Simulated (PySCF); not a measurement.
CH₇GaOP₂. Atoms are numbered in the order given.

```xyz
12

Ga     0.0785    -0.0190     0.1080
O     -0.7301    -1.4794    -0.5585
C     -1.7019    -1.5185    -1.5690
H     -1.9023    -0.5301    -2.0299
H     -1.3831    -2.1991    -2.3801
H     -2.6623    -1.8999    -1.1742
P      1.7660    -0.5467     1.6300
H      0.9383    -1.4898     2.3136
H      1.4347     0.5367     2.5026
P     -0.4757     2.0479    -0.8584
H     -0.2869     2.7488     0.3730
H     -1.8756     1.8475    -0.6431
```

Coordinates come from a B3LYP-D3(BJ)/def2-SVP optimisation. One conformer was computed; it need not be the lowest.

Computed with HF/def2-TZVP run with PySCF.

The molecule is in vacuum.

Question: Estimate the frontier levels, gap, dipole moment and polarisability. (An estimate is asked for; the answer gives what the named calculation found.)

Answer: 
```yaml
highest_occupied_level: -9.31 eV
lowest_empty_level: 1.68 eV
orbital_gap: 10.99 eV
dipole_moment: 1.57 D
quadrupole, principal values (traceless, Buckingham form, about the centre of nuclear charge): -7.49, 1.24, 6.25 D·Å
mean_static_polarisability: 96.1 bohr³ (14.23 Å³)
polarisability_principal_values: 72.1, 94.5, 121.6 bohr³
```
